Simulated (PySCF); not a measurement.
Si(H)(F)(NH2)2 (FH5N2Si), SMILES N[SiH](N)F. Coordinates come from a B3LYP-D3(BJ)/def2-SVP optimisation. Other conformers were not sampled.

Computed equilibrium geometry at B3LYP-D3(BJ)/def2-SVP (PySCF confirms it by a frequency run) as bond lengths and angles (one conformer of several):
Atoms: Si1 N2 N3 F4 H5 H6 H7 H8 H9. Bonded distances (Å): Si1–N2 1.715, Si1–N3 1.709, Si1–F4 1.635, Si1–H5 1.486, N2–H6 1.014, N2–H7 1.014, N3–H8 1.015, N3–H9 1.014. Angles (°): N2–Si1–N3 107.6, N2–Si1–F4 103.6, N2–Si1–H5 119.7, N3–Si1–F4 115.9, N3–Si1–H5 106.2, F4–Si1–H5 104.3, Si1–N2–H6 120.9, Si1–N2–H7 121.2, H6–N2–H7 112.1, Si1–N3–H8 121.1, Si1–N3–H9 121.4, H8–N3–H9 112.1.
Charge 0, spin multiplicity 1.
